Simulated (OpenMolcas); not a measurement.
**F⁴⁺: effect of the active space**

```
Program             : OpenMolcas
Method              : XMS-CASPT2 or its RAS form, IPEA 0.25 Eh, imaginary shift 0.1 Eh
Basis               : ANO-RCC-VTZP
Scalar Hamiltonian  : DKH2, point nucleus
Spin-orbit coupling : state interaction with AMFI integrals over the reference wave functions, term energies averaged over their components
```

A. 3 electrons in 4 orbitals (2s 2p); 2S+1 = 4 odd, 1 root; 2S+1 = 2 odd, 11 roots (8 in the spin-orbit step); 2S+1 = 4 even, 3 roots; 2S+1 = 2 even, 9 roots; closed shells correlated: 1s; CASPT2 step of the order of 1.2 core-seconds
B. 3 electrons in 8 orbitals (2s 2p 3s 3p); 2S+1 = 4 odd, 1 root; 2S+1 = 2 odd, 8 roots; 2S+1 = 4 even, 3 roots; 2S+1 = 2 even, 9 roots; closed shells correlated: 1s; CASPT2 step about 3 core-seconds
C. 3 electrons in 9 orbitals (RAS2 2s 2p; RAS3 3d, at most 2 electrons); 2S+1 = 4 odd, 1 root; 2S+1 = 2 odd, 11 roots (8 in the spin-orbit step); 2S+1 = 4 even, 3 roots; 2S+1 = 2 even, 9 roots; closed shells correlated: 1s; CASPT2 step of the order of 8 core-seconds

Energies in cm⁻¹ above 2s² 2p ²P°_1/2, the measured ground level; measured values from Moore, Atomic Energy Levels, vol. I, NSRDS-NBS 35 (1971 reprint of NBS Circular 467, 1949).

| Level | A | B | C | Measured |
| --- | --- | --- | --- | --- |
| 2s² 2p ²P°_1/2 | 0.0 | 0.0 | 0.0 | 0.0 |
| 2s² 2p ²P°_3/2 | 701 | 730 | 700 | 746 |
| 2s 2p² ⁴P_1/2 | 85520 | 85510 | 85440 |  |
| 2s 2p² ⁴P_3/2 | 85780 | 85760 | 85700 |  |
| 2s 2p² ⁴P_5/2 | 86200 | 86180 | 86110 |  |
| 2s 2p² ²D_3/2 | 154180 | 154040 | 154260 | 152898 |
| 2s 2p² ²D_5/2 | 154180 | 154050 | 154270 | 152876 |
| 2s 2p² ²S_1/2 | 200430 | 200390 | 200350 | 197565 |
| 2s 2p² ²P_1/2 | 217700 | 217450 | 216910 | 214881 |
| 2s 2p² ²P_3/2 | 218180 | 217950 | 217390 | 215348 |
| 2p³ ⁴S°_3/2 | 277330 | 277280 | 277080 |  |

Deviations, from unrounded energies. A percentage is the sum of absolute deviations over the sum of measured energies, with the sign that they share, or ± where signs differ.

| Against measurement | Levels | A | B | C |
| --- | --- | --- | --- | --- |
| mean absolute deviation (cm-1) | 6 | 1900 | 1700 | 1600 |
| fine structure of the ground term (%) | 1 | -6.0 | -2.2 | -6.1 |
| other configurations (%) | 5 | +1.2 | +1.1 | +1.0 |

C lies closest to measurement on these levels and A furthest from it. The largest miss of C in the table is 2s 2p² ²S_1/2, by +2800 cm-1. The ranking rests on the paired levels alone, and a cruder setting can come out closer through cancelling errors.

Among A to C the level of the table that moves most is 2s 2p² ²P_3/2, by 790 cm-1 (lowest in C, highest in A). Moves below CASPT2's spread within the term are not significant.

CASPT2 does not keep the components of a term degenerate, so their means are used; among the terms shown or strongly mixed into the levels shown the widest spread is 210 cm-1 (2s 2p² ²D, A). Active for correlation alone: 3p 3s; no level in the range computed is led by a configuration that fills them, so any true level of that kind is missing (holds for B). Active for correlation alone: 3d; no level in the range computed is led by a configuration that fills it, so any true level of that kind is missing (holds for C). Computed and measured levels are paired by configuration, term and J; levels that our copy of the source lacks, or whose pairing is in doubt (as where it misses far off the trend of its configuration), stay unpaired and out of the deviations. Levels of configurations outside the active space are missing. The table leaves out levels that lie high or whose names do not pair safely across all columns.

° marks odd parity.
